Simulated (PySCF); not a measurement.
C₄H₁₁NSi, SMILES CNC1([SiH3])CC1. Geometry optimised at PBE-D3(BJ)/def2-SVP. The structure was generated by enumeration, and PubChem lists no compound with its InChIKey, so it may never have been made. One conformer was computed; it need not be the lowest.

Give the equilibrium geometry at PBE-D3(BJ)/def2-SVP (PySCF confirms it by a frequency run) as bond lengths and angles. (An estimate is asked for; the answer gives what the named calculation found.)

Several could match; the one computed here: 
Atoms: C1 N2 C3 Si4 C5 C6 H7 H8 H9 H10 H11 H12 H13 H14 H15 H16 H17. Bonded distances (Å): C1–N2 1.455, C1–H7 1.120, C1–H8 1.109, C1–H9 1.110, N2–C3 1.448, N2–H10 1.027, C3–Si4 1.901, C3–C5 1.524, C3–C6 1.524, Si4–H11 1.507, Si4–H12 1.507, Si4–H13 1.509, C5–C6 1.502, C5–H14 1.101, C5–H15 1.102, C6–H16 1.101, C6–H17 1.102. Angles (°): N2–C1–H7 115.5, N2–C1–H8 109.6, N2–C1–H9 109.4, H7–C1–H8 107.8, H7–C1–H9 106.9, H8–C1–H9 107.4, C1–N2–C3 115.7, C1–N2–H10 110.7, C3–N2–H10 110.0, N2–C3–Si4 119.3, N2–C3–C5 114.6, N2–C3–C6 114.4, Si4–C3–C5 118.2, Si4–C3–C6 117.0, C5–C3–C6 59.0, C3–Si4–H11 112.7, C3–Si4–H12 110.0, C3–Si4–H13 109.5, H11–Si4–H12 108.1, H11–Si4–H13 107.6, H12–Si4–H13 108.8, C3–C5–C6 60.5, C3–C5–H14 115.3, C3–C5–H15 119.0, C6–C5–H14 117.2, C6–C5–H15 119.1, H14–C5–H15 115.0, C3–C6–C5 60.5, C3–C6–H16 114.9, C3–C6–H17 119.0, C5–C6–H16 117.2, C5–C6–H17 119.1, H16–C6–H17 115.2.
Charge 0, spin multiplicity 1.
